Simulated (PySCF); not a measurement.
C2H2O4. Atoms are numbered in the order given.

```xyz
8

O     -0.9593    -1.4723     0.0000
C      0.1617    -0.7528     0.0000
O      1.2726    -1.2020     0.0000
C     -0.1617     0.7528     0.0000
O      0.9593     1.4723     0.0000
O     -1.2726     1.2020     0.0000
H     -0.6938    -2.4060     0.0000
H      0.6938     2.4060     0.0000
```
Charge 0, spin multiplicity 1.

Geometry optimised at ωB97X-D3(BJ)/def2-SVP. One conformer was computed; it need not be the lowest.

Calculation: PBE/def2-TZVP in PySCF.

Symmetry labels are those of the subgroup C2h that the program uses (full group C2h).

List the valence orbital energies around the gap with their symmetry. (Estimate from the structure and the level; the computed values follow.)


```
orbital  symmetry  energy (eV)
-------  --------  -----------
HOMO−7         Bu       -12.25
HOMO−6         Bg       -10.93
HOMO−5         Bu       -10.84
HOMO−4         Ag        -9.91
HOMO−3         Bg        -8.54
HOMO−2         Au        -8.31
HOMO−1         Bu        -8.02
HOMO           Ag        -6.55
LUMO           Au        -3.03
LUMO+1         Bu        -0.12
LUMO+2         Ag         0.08
LUMO+3         Bg         0.62
```
